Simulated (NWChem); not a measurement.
Molecule: GeIF3; SMILES [F][Ge]([F])([F])[I]

Results from NWChem. Geometry: optimised at PBE0/def2-SVP. Not confirmed as a minimum by frequencies. def2 effective core potentials on I; no spin-orbit coupling. Level BLYP/def2-SVPD: energy and gradient; each run changes one setting, and changes count from the defaults (medium grid, exact Coulomb integrals, symmetry on).

### Question
Which setting moves the energy most, and by about how much (defaults; Becke weights; symmetry off; tight SCF thresholds and tolerances; Coulomb fitting, Weigend set)?

### Answer
Coulomb fitting, Weigend set, by about 300 μHa.
| setting | size of the energy change (μHa) | largest change of a gradient component (μHa/bohr) | time, defaults = 1 (rough) |
|---|---|---|---|
| defaults | < 10 | < 30 | about 1 |
| Coulomb fitting, Weigend set | 300 | 200 | 0.3 |
| symmetry off | < 10 | other frame | about 1 |
| tight SCF thresholds and tolerances | < 10 | < 30 | about 1 |
| Becke weights | 30 | 200 | about 1 |
